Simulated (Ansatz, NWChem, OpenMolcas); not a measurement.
Strength of the C–Ge bond: GeH2(CH3) → CH3 + GeH2

Species: GeH2(CH3), doublet; CH3 (methyl radical) `[CH3]`, doublet; GeH2 `[GeH2]`, singlet. 

Shapes, held fixed at every level: PBE0-D4/def2-TZVP. Programs: Ansatz 0.2.0, NWChem 7.3.0, OpenMolcas 26.06. A level may come from different programs for different species; with the same settings they agree closely. Electronic energies: no zero-point or thermal term.

| level | kind | ΔE (kJ/mol) |
| --- | --- | --- |
| HF/STO-3G | Hartree–Fock | +348.8 |
| HF/3-21G | Hartree–Fock | +224.6 |
| HF/def2-SVP | Hartree–Fock | +191.5 |
| B3LYP/6-31G* (Cartesian functions) | global hybrid | +216.6 |
| PBE0/def2-SVP | global hybrid | +252.5 |

PBE0/def2-SVP gives ΔE = +252.5 kJ/mol; the levels span +191.5 to +348.8. A fragment pairs its electrons up again, so this isn't a typical strength of such a bond. The median of the levels is +224.6. No measured value is set beside it here. Open shells run unrestricted unless RO is named. Relativity is left out for Ge unless named. Rows in sets without polarisation functions are far from converged.
